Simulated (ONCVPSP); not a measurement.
## Pseudopotential generation for phosphorus (P): ONCV, revPBE, scalar-relativistic.

The input file (ONCVPSP 4.0.1):

```
# ATOM AND REFERENCE CONFIGURATION
# atsym  z   nc   nv     iexc    psfile
  P 15.00    1    4  -102130      upf
#
#   n    l    f
    1    0    2.00
    2    0    2.00
    2    1    6.00
    3    0    2.00
    3    1    3.00
#
# PSEUDOPOTENTIAL AND OPTIMIZATION
# lmax
    2
#
#   l,   rc,      ep,       ncon, nbas, qcut
    0    0.80    0.00    4    7   14.80
    1    0.85    0.00    4    8   13.20
    2    0.60    0.42    4    8   15.20
#
# LOCAL POTENTIAL
# lloc, lpopt,  rc(5),   dvloc0
    4    5    0.55    1.00
#
# VANDERBILT-KLEINMAN-BYLANDER PROJECTORs
# l, nproj, debl
    0    2    2.20
    1    2    1.40
    2    2    2.10
#
# MODEL CORE CHARGE
# icmod, fcfact, rcfact
    3    4.25    1.65
#
# LOG DERIVATIVE ANALYSIS
# epsh1, epsh2, depsh
   -8.00    5.00    0.04
#
# OUTPUT GRID
# rlmax, drl
    6.00    0.01
#
# TEST CONFIGURATIONS
# ncnf
    4
# nvcnf
#   n    l    f
    4
    2    0    2.00
    2    1    6.00
    3    0    2.00
    3    1    2.00
#
    4
    2    0    2.00
    2    1    6.00
    3    0    2.00
    3    1    1.00
#
    4
    2    0    2.00
    2    1    6.00
    3    0    2.00
    3    1    0.00
#
    4
    2    0    2.00
    2    1    6.00
    3    0    1.00
    3    1    0.00
#
```

Command:

```bash
oncvpsp.x < P.dat > P.out
```

Output (shortened: citation, most of the input echo, consistency checks and plot data are left out):

```
ONCVPSP  (Optimized Norm-Conservinng Vanderbilt PSeudopotential)
scalar-relativistic version 4.0.1

#   n    l    f        energy (Ha)
    1    0    2.00    -7.6606927E+01
    2    0    2.00    -6.3979978E+00
    2    1    6.00    -4.5734646E+00
    3    0    2.00    -5.1234722E-01
    3    1    3.00    -2.0141990E-01

Reference configufation results
  iterations    24
  all-electron total energy (Ha)   -3.41998661D+02

Begin loop to  construct optimized pseudo wave functions
and semi-local pseudopoentials for all angular momenta

Calculating optimized projector #   1

 for l=   0

    Fraction of norm inside rc  0.893835
    Optimizing pswf for qcut=  14.78 a_B^-1,  ecut= 109.25 Ha
    Residual kinetic energy error=  3.75D-06 Ha

    Energy error per electron        Cutoff
         Ha          eV             Ha
         0.01000     0.27211       28.68
         0.00100     0.02721       71.10
         0.00010     0.00272       89.11
         0.00001     0.00027      102.80

Calculating optimized projector #   2

 for l=   0

    Fraction of norm inside rc  0.041670
    Optimizing pswf for qcut=  14.78 a_B^-1,  ecut= 109.25 Ha
    Residual kinetic energy error=  4.04D-06 Ha

    Energy error per electron        Cutoff
         Ha          eV             Ha
         0.01000     0.27211       21.59
         0.00100     0.02721       57.60
         0.00010     0.00272       82.87
         0.00001     0.00027      101.50

Calculating optimized projector #   1

 for l=   1

    Fraction of norm inside rc  0.919512
    Optimizing pswf for qcut=  13.19 a_B^-1,  ecut=  86.97 Ha
    Residual kinetic energy error=  1.44D-03 Ha

    Energy error per electron        Cutoff
         Ha          eV             Ha
         0.01000     0.27211       74.64
         0.00100     0.02721       96.02
         0.00010     0.00272      273.87
         0.00001     0.00027      374.23

Calculating optimized projector #   2

 for l=   1

    Fraction of norm inside rc  0.030372
    Optimizing pswf for qcut=  13.19 a_B^-1,  ecut=  86.97 Ha
    Residual kinetic energy error=  4.33D-04 Ha

    Energy error per electron        Cutoff
         Ha          eV             Ha
         0.01000     0.27211       63.23
         0.00100     0.02721       80.87
         0.00010     0.00272      132.29
         0.00001     0.00027      320.81

   Wellstate for l =  2  n =  3
     eigenvalue =   0.4200
     asymptotic potential =   0.9200
     half-point radius =  3.5149

   Wellstate for l =  2  n =  4
     eigenvalue =   2.5200
     asymptotic potential =   3.0200
     half-point radius =  2.4273

Calculating optimized projector #   1

 for l=   2

    Fraction of norm inside rc  0.005962
    Optimizing pswf for qcut=  15.21 a_B^-1,  ecut= 115.70 Ha
    Residual kinetic energy error=  2.18D-05 Ha

    Energy error per electron        Cutoff
         Ha          eV             Ha
         0.01000     0.27211       24.49
         0.00100     0.02721       57.86
         0.00010     0.00272       94.03
         0.00001     0.00027      167.76

Calculating optimized projector #   2

 for l=   2

    Fraction of norm inside rc  0.022462
    Optimizing pswf for qcut=  15.21 a_B^-1,  ecut= 115.70 Ha
    Residual kinetic energy error=  1.07D-04 Ha

    Energy error per electron        Cutoff
         Ha          eV             Ha
         0.01000     0.27211       46.17
         0.00100     0.02721       84.06
         0.00010     0.00272      116.55
         0.00001     0.00027      252.28

Construct Vanderbilt / Kleinmman-Bylander projectors

B matrix Hermiticity error, ll=   0
   1   2    8.0870E-04

  Orthonormal projector coefficients  1.7364E+01  2.8041E+00

B matrix Hermiticity error, ll=   1
   1   2    4.2610E-04

  Orthonormal projector coefficients -1.1974E+01 -5.3490E+00

B matrix Hermiticity error, ll=   2
   1   2    1.3651E-05

  Orthonormal projector coefficients -1.6037E+02 -4.3076E+00

Model core correction analysis
  based on d2Exc/dn_idn_j

d2excae - all-electron derivatives

   -9.182548D-02   -8.215989D-02   -4.947130D-03   -2.531359D-03
   -8.216148D-02   -9.085523D-02   -5.307303D-03   -3.673861D-03
   -4.946911D-03   -5.307228D-03   -3.699119D-02   -2.903010D-02
   -2.531416D-03   -3.674025D-03   -2.903128D-02   -2.723657D-02

d2excps - pseudofunction derivatives with no core correction

   -9.356947D-02   -8.443433D-02   -5.698874D-03   -3.106924D-03
   -8.443540D-02   -8.795544D-02   -5.168840D-03   -3.439710D-03
   -5.699687D-03   -5.168736D-03   -3.706748D-02   -2.905522D-02
   -3.107100D-03   -3.439877D-03   -2.905639D-02   -2.722631D-02

rms 2nd derivative error    1.218188E-03

rmatch, rhocmatch    0.1815  125.6031

Teter function model core charge with specified parameters

d2excps - pseudofunction derivatives with core correction

   -8.134171D-02   -8.223932D-02   -4.521745D-03   -2.931715D-03
   -8.223852D-02   -8.763859D-02   -4.923274D-03   -3.371927D-03
   -4.521412D-03   -4.923175D-03   -3.695585D-02   -2.903791D-02
   -2.931760D-03   -3.372109D-03   -2.903908D-02   -2.722044D-02

rms 2nd derivative error    2.754880E-03

Pseudoatom total energy -122.721984

Diagnostic tests using Vanderbilt-Kleinman-Bylander pseudopotentials
  1 or more projectors used as specified by nproj input data

   l    rcore       rmatch      e in        delta e   norm test  slope test

   0   0.8047708   0.8292054  -6.3979978   0.0000048   1.0002183   1.0002238
   0   0.8047708   0.8292054  -0.5123472   0.0000291   1.0001063   1.0000878

   1   0.8543819   0.8803228  -4.5734646  -0.0000244   1.0002045   1.0002254
   1   0.8543819   0.8803228  -0.2014199   0.0000218   1.0001104   1.0001012

   2   0.6003039   0.6185304   0.4200000   0.0001475   1.0002496   1.0002496
   2   0.6003039   0.6185304   2.5200000   0.0002260   1.0002956   1.0002956

 Testing for bound ghosts
   n   l    E NL Schr. Eq   E Basis Diag.   E Cutoff

   1   0       -6.397993       -6.397919    291.99
   2   0       -0.512318       -0.032423    291.99

   2   1       -4.573489       -4.573383    415.75
   3   1       -0.201398        0.315037    415.75

 Testing for highly-localized positive-energy ghosts
       l    <radius>/rc     E Basis Diag.   E Cutoff

       2        0.815260      463.568985    946.93  WARNING - GHOST(+)

Test configuration 0

   n   l     f        eae           eps        diff
   1   0  2.0000  -76.60692672
   2   0  2.0000   -6.39799778   -6.39799294    4.83D-06
   2   1  6.0000   -4.57346459   -4.57348901   -2.44D-05
   3   0  2.0000   -0.51234722   -0.51231814    2.91D-05
   3   1  3.0000   -0.20141990   -0.20139807    2.18D-05

    Total energies and differences
      AE_ref= -3.41998661D+02  AE_tst= -3.41998661D+02  dif=  0.00D+00
      PS_ref= -1.22721984D+02  PS_tst= -1.22721984D+02  dif=  9.09D-13
      PSP excitation error= -9.09D-13

Test configuration 1

   n   l     f        eae           eps        diff
   1   0  2.0000  -77.00564727
   2   0  2.0000   -6.78896001   -6.78866094    2.99D-04
   2   1  6.0000   -4.96514519   -4.96406179    1.08D-03
   3   0  2.0000   -0.85507114   -0.85503080    4.03D-05
   3   1  2.0000   -0.52165960   -0.52158809    7.15D-05

    Total energies and differences
      AE_ref= -3.41998661D+02  AE_tst= -3.41641922D+02  dif=  3.57D-01
      PS_ref= -1.22721984D+02  PS_tst= -1.22365265D+02  dif=  3.57D-01
      PSP excitation error=  2.07D-05

Test configuration 2

   n   l     f        eae           eps        diff
   1   0  2.0000  -77.49640122
   2   0  2.0000   -7.26307533   -7.26240640    6.69D-04
   2   1  6.0000   -5.44069573   -5.43754953    3.15D-03
   3   0  2.0000   -1.24693626   -1.24685523    8.10D-05
   3   1  1.0000   -0.89112245   -0.89090499    2.17D-04

    Total energies and differences
      AE_ref= -3.41998661D+02  AE_tst= -3.40939090D+02  dif=  1.06D+00
      PS_ref= -1.22721984D+02  PS_tst= -1.21662529D+02  dif=  1.06D+00
      PSP excitation error=  1.17D-04

Test configuration 3

   n   l     f        eae           eps        diff
   1   0  2.0000  -78.06980877
   2   0  2.0000   -7.80928507   -7.80813244    1.15D-03
   2   1  6.0000   -5.98918599   -5.98283243    6.35D-03
   3   0  2.0000   -1.67407781   -1.67388802    1.90D-04

    Total energies and differences
      AE_ref= -3.41998661D+02  AE_tst= -3.39847621D+02  dif=  2.15D+00
      PS_ref= -1.22721984D+02  PS_tst= -1.20571365D+02  dif=  2.15D+00
      PSP excitation error=  4.22D-04

Test configuration 4

   n   l     f        eae           eps        diff
   1   0  2.0000  -78.75841751
   2   0  2.0000   -8.46048124   -8.46215989   -1.68D-03
   2   1  6.0000   -6.64275866   -6.63577848    6.98D-03
   3   0  1.0000   -2.14175209   -2.14183443   -8.23D-05

    Total energies and differences
      AE_ref= -3.41998661D+02  AE_tst= -3.37940521D+02  dif=  4.06D+00
      PS_ref= -1.22721984D+02  PS_tst= -1.18664268D+02  dif=  4.06D+00
      PSP excitation error=  4.24D-04
```

The run took about 7.8 s on one core of a shared server CPU.
